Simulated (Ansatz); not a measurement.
C2H4FNSi can be A, `C[SiH]1N=C1F`, or B, `C[SiH](F)C#N`.

Gas-phase electronic energies from Ansatz, PBE0-D4/def2-TZVP geometries. CBS: MP2 limit from def2 TZ/QZ plus the TZ coupled-cluster correction, frozen cores. Functionals use def2-TZVPP. B3LYP here is the variant with VWN-RPA as its local correlation; programs differ in this.

**Question.** Which is lower in electronic energy at CCSD(T)/CBS, and by how much? (Best estimate.)

**Answer.** Ansatz gave: B, by 76.1 kcal/mol.

**Question.** Give E(B) − E(A) in kcal/mol with CCSD(T)/def2-TZVPP, HF/def2-TZVPP, r2SCAN-D4, CCSD/def2-TZVPP, B3LYP, ωB97M-V, LDA (SPW92). (Best estimate.)

**Answer.** Computed: CCSD(T)/def2-TZVPP -76.4, HF/def2-TZVPP -83.8, r2SCAN-D4 -68.3, CCSD/def2-TZVPP -78.1, B3LYP -72.8, ωB97M-V -71.5, LDA (SPW92) -56.4. None reverses the order clearly.

**Question.** Does the order hold for the free energy at 298.15 K (harmonic terms from PBE0-D4)? (Best estimate.)

**Answer.** Ansatz gave: Yes: G(B) − G(A) = -76.8 kcal/mol.

Largest T1 diagnostic: 0.014.

At CCSD(T), def2-SVP lies +2.2 kcal/mol from the extrapolated value and def2-TZVPP −0.3 kcal/mol. Leaving LDA and LC-ωPBE aside and taking each functional with its dispersion term where it has one, the values, not all of them listed here, spread over 12.9 kcal/mol, from BHLYP-D4 to PBE-D4. LDA lies +6.8 kcal/mol from PBE without D4.
